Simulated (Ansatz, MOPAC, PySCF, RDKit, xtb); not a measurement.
Pair of molecules: SiH4 (SMILES [SiH4]) (first 5 atoms) with N2 (SMILES N#N); geometry from B3LYP-D3(BJ)/def2-TZVP, rigid monomers moved along the line of their centres of mass till Si1···N7 is 4.06 Å.
(charge 0, multiplicity 1):
```xyz
7

Si     0.0824     0.1487    -0.1899
H      0.4002     0.4069    -1.6132
H      0.2577     1.3973     0.5851
H      0.9960    -0.8907     0.3350
H     -1.3175    -0.3157    -0.0744
N     -0.0615    -0.4379     4.8152
N     -0.4317    -0.4505     3.7893
```

```tsv
level	interaction energy (kJ/mol)	minus CCSD(T)/CBS(aug-cc-pV(D+d)Z, aug-cc-pV(T+d)Z)	cost
UFF	-1.6	0.3	-
GFN-FF	-1.3	0.5	-
AM1	0.2	2.0	-
GFN1-xTB	-3.3	-1.4	-
GFN2-xTB	-1.7	0.2	-
HF/aug-cc-pV(T+d)Z	0.0	1.9	-
PBE/def2-TZVPPD	-1.1	0.8	×1
PBE-D4/def2-TZVPPD	-1.8	0.1	×1
B3LYP/3-21G (no counterpoise)	-5.0	-3.1	-
B3LYP/6-31G*	0.2	2.1	-
B3LYP-D4/def2-TZVPPD	-0.6	1.2	×2
PBE0/def2-TZVPPD	-0.8	1.1	×1
PBE0-D4/def2-TZVPPD	-1.7	0.2	×1
wB97M-V/def2-TZVPPD	-1.8	0.1	×3
MP2/6-31G*	-1.1	0.8	-
MP2/6-31G* (no counterpoise)	-2.9	-1.0	-
MP2/aug-cc-pV(D+d)Z	-1.9	0.0	-
MP2/aug-cc-pV(T+d)Z	-2.0	-0.1	-
CCSD/aug-cc-pV(T+d)Z	-1.6	0.3	-
CCSD(T)/CBS(aug-cc-pV(D+d)Z, aug-cc-pV(T+d)Z)	-1.9	0.0	×200*
```

 The comparison column counts from a level with limits of its own.

The rows run from -5.0 (B3LYP/3-21G (no counterpoise)) to 0.2 kJ/mol (B3LYP/6-31G*). From aug-cc-pV(D+d)Z to aug-cc-pV(T+d)Z MP2 changes by -0.1. The dispersion term adds -0.8 in PBE-D4, -0.9 in PBE0-D4. The 3 functionals in def2-TZVPPD without D3 or D4 span 1.0, from wB97M-V to PBE0.

Counterpoise-corrected where a basis set is named; no monomer relaxation. Rows marked so take none. RDKit's UFF carries no charges.

Cores are frozen in the correlated methods. CBS(a, b) extrapolates the correlation energy as X⁻³ and adds the Hartree–Fock energy of set b. Rows in 3-21G, 6-31G* carry no dispersion term and start afresh at each structure (6-31G* with six Cartesian d functions). MP2/6-31G* freezes PySCF's default core. The state that AM1 reach isn't checked.

Programs: Ansatz (Gaussian orbitals); MOPAC for AM1 (differences of heats of formation); PySCF for 3-21G rows, 6-31G* rows, the dispersion terms; RDKit for the force fields; xtb for the GFN methods. Values without a source in brackets are computed.

Costs are rough ratios of core time to PBE/def2-TZVPPD (about 2.8 s over the structures, on one shared machine); a dash marks a level with no comparable run of its own. A star marks coupled-cluster runs past 200 virtual orbitals, where the program's memory plan changes under this machine's limit, so their costs aren't comparable with smaller runs.

Ansatz is a quantum-chemistry and plane-wave program.
